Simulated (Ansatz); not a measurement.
Consider the ligand exchange at the Si–C bond: `F[SiH2]OC[SiH3]` + `C[O][Ga]([OH])[Br]` → `C[O][Ga]([Br])[O][SiH3]` + `CO[SiH2]F`.

Computed with Ansatz on PBE0-D4/def2-TZVP structures; ΔE is electronic, products minus reactants. CCSD(T)/CBS is the MP2 limit (def2-TZVPP, def2-QZVPP) plus CCSD(T) − MP2 in def2-TZVPP, frozen cores. DFT in def2-TZVPP. B3LYP here is the variant with VWN-RPA as its local correlation; programs differ in this. For Br, Ga outer-core shells are correlated without core-valence functions, which leaves a few kJ/mol of doubt a bond. Scalar relativity is left out up to krypton. Each species was taken in one conformer, which may not be the lowest.

`F[SiH2]OC[SiH3]`:

Cartesian coordinates in Å:
```
F -0.621 2.195 2.085
Si 0.642 1.345 1.600
O 0.170 0.026 0.774
C -0.434 0.065 -0.516
Si -0.304 -1.646 -1.309
H 1.364 0.865 2.792
H 1.433 2.247 0.729
H -1.486 0.362 -0.430
H 0.056 0.811 -1.156
H 1.125 -2.022 -1.460
H -0.995 -2.650 -0.461
H -0.949 -1.596 -2.649
```

`C[O][Ga]([OH])[Br]`:

Cartesian coordinates in Å:
```
C -1.352 0.833 0.142
O -0.600 -0.356 0.221
Ga 1.120 -0.479 -0.164
O 1.921 -2.048 -0.014
Br 2.303 1.329 -0.841
H -2.183 0.694 -0.556
H -1.765 1.071 1.127
H -0.762 1.693 -0.197
H 1.319 -2.737 0.280
```

`C[O][Ga]([Br])[O][SiH3]`:

Z-matrix (Å, degrees):
```
C
O 1 1.414
H 1 1.095 2 113.2
H 1 1.094 2 109.2 3 120.8
H 1 1.094 2 109.3 3 -120.8
Ga 2 1.760 1 122.0 3 0.4
O 6 1.766 2 118.2 1 0.0
Br 6 2.256 2 120.3 1 -180.0
Si 7 1.638 6 138.5 2 -179.7
H 9 1.487 7 110.2 6 90.3
H 9 1.485 7 108.3 6 -150.3
H 9 1.488 7 111.2 6 -30.3
```

`CO[SiH2]F`:

Z-matrix (Å, degrees):
```
C
O 1 1.412
H 1 1.094 2 110.6
H 1 1.091 2 108.3 3 119.2
H 1 1.096 2 111.7 3 -121.3
Si 2 1.623 1 125.2 3 82.5
F 6 1.598 2 111.1 1 -70.1
H 6 1.474 2 106.8 1 172.1
H 6 1.483 2 110.6 1 47.2
```

```tsv
species	B3LYP energy (Eh)
`F[SiH2]OC[SiH3]`	-796.62092
`C[O][Ga]([OH])[Br]`	-4690.24126
`C[O][Ga]([Br])[O][SiH3]`	-4981.00378
`CO[SiH2]F`	-505.90268
```

(1) Work out ΔE.

Largest T1 diagnostic among the species: 0.012.

Results:

(1) ΔE = (-4981.00378) + (-505.90268) − (-796.62092) − (-4690.24126) = -0.04428 Eh = -27.8 kcal/mol. CCSD(T)/CBS gives -27.9 kcal/mol.

From PBE to PBE0 (25 % exact exchange), in def2-TZVPP and without D4, ΔE moves by −2.0 kcal/mol. In def2-TZVPP, CCSD(T) changes the Hartree–Fock value by +5.3 kcal/mol (the triples alone add +0.7 kcal/mol) and MP2 by +4.7 kcal/mol.
